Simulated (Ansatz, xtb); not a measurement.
**C7H7BO: which of two isomers lies lower**

Structure X is `Bc1cc(C)c(C#C)o1`, a singlet and structure Y is `CC#CBc1ccco1`, a singlet. Both are isolated molecules in the gas phase, relaxed with B3LYP/def2-SVP; the shapes shown needn't be the lowest conformers.

X (Å):

```xyz
16

C    -2.3151    1.5597    1.5170
C    -0.9274    1.5448    1.4226
C    -0.5405    0.4442    0.6200
C     0.8400    0.0143    0.2321
C    -1.7414   -0.1651    0.2612
C    -1.9846   -1.3108   -0.5359
C    -2.1678   -2.2964   -1.2219
B    -3.2775    2.4891    2.2332
O    -2.7934    0.4903    0.7884
H    -2.8220    3.4132    2.8596
H    -4.4667    2.3093    2.1789
H    -0.2659    2.2695    1.8960
H     1.4510   -0.2139    1.1209
H     1.3621    0.8082   -0.3268
H     0.8129   -0.8844   -0.4006
H    -2.3397   -3.1659   -1.8287
```

Y (Å):

```xyz
16

C     0.4395    2.2863    3.7120
C     0.9947    1.4559    2.6532
C     1.4707    0.7633    1.7644
C     1.2933   -1.1741   -0.0356
C    -0.0050   -1.6461    0.0980
C    -0.1831   -2.6957   -0.8400
C     1.0216   -2.8046   -1.4954
B     2.0900   -0.0777    0.6660
O     1.9041   -1.9144   -1.0333
H     0.4755    3.3527    3.4318
H    -0.6092    2.0287    3.9339
H     1.0213    2.1736    4.6425
H     3.2344    0.1152    0.3320
H    -0.7355   -1.2595    0.8065
H    -1.0737   -3.2955   -1.0162
H     1.3662   -3.4624   -2.2915
```

Quicker runs give these differences E(Y) − E(X): GFN2-xTB −7.8 kJ/mol; HF/STO-3G −69.8 kJ/mol (at GFN2-xTB geometries); r2SCAN-D4/def2-SVP −77.8 kJ/mol (at GFN2-xTB geometries).

Task: Estimate E(Y) − E(X) at the level CCSD(T)/def2-SVP + ΔMP2/def2-TZVPP.

Result: Calculated at CCSD(T)/def2-SVP + ΔMP2/def2-TZVPP: E(Y) − E(X) = −72.8 kJ/mol, so structure Y lies lower.

Level by level:

```
                             level        geometry  E(Y) − E(X) (kJ/mol)  departure from the last row (kJ/mol)  job, with rough time for the two
                          GFN2-xTB        GFN2-xTB                    −7.8                                 +64.9              optimisation, 0.18 s
                         HF/STO-3G        GFN2-xTB                   −69.8                                  +3.0              single point, 0.46 s
                r2SCAN-D4/def2-SVP        GFN2-xTB                   −77.8                                  −5.0               single point, 4.4 s
                    B3LYP/def2-SVP  B3LYP/def2-SVP                   −78.4                                  −5.6             optimisation, 1.8 min
                       HF/def2-SVP  B3LYP/def2-SVP                   −83.8                                 −11.0           part of the CCSD(T) run
                      MP2/def2-SVP  B3LYP/def2-SVP                   −63.2                                  +9.6           part of the CCSD(T) run
                  CCSD(T)/def2-SVP  B3LYP/def2-SVP                   −68.1                                  +4.7                      single point
CCSD(T)/def2-SVP + ΔMP2/def2-TZVPP  B3LYP/def2-SVP                   −72.8                                                   single point, 2.4 min
```

As drawn, Y has 1 C–B, 1 C–H in place of 1 C–C, 1 B–H.

None of the levels shown reverses the order. The largest departure from CCSD(T)/def2-SVP + ΔMP2/def2-TZVPP is that of GFN2-xTB, 64.9 kJ/mol. A small imaginary or near-zero mode remains, so no thermal terms are given. The last row adds to CCSD(T) the change of the MP2 difference between the two basis sets, here −4.7 kJ/mol.

The correlated steps freeze 9 core orbitals. Programs: Ansatz 0.2.0, xtb 6.7.1; the last row on 4 threads of Arm Neoverse V1 on a shared host.
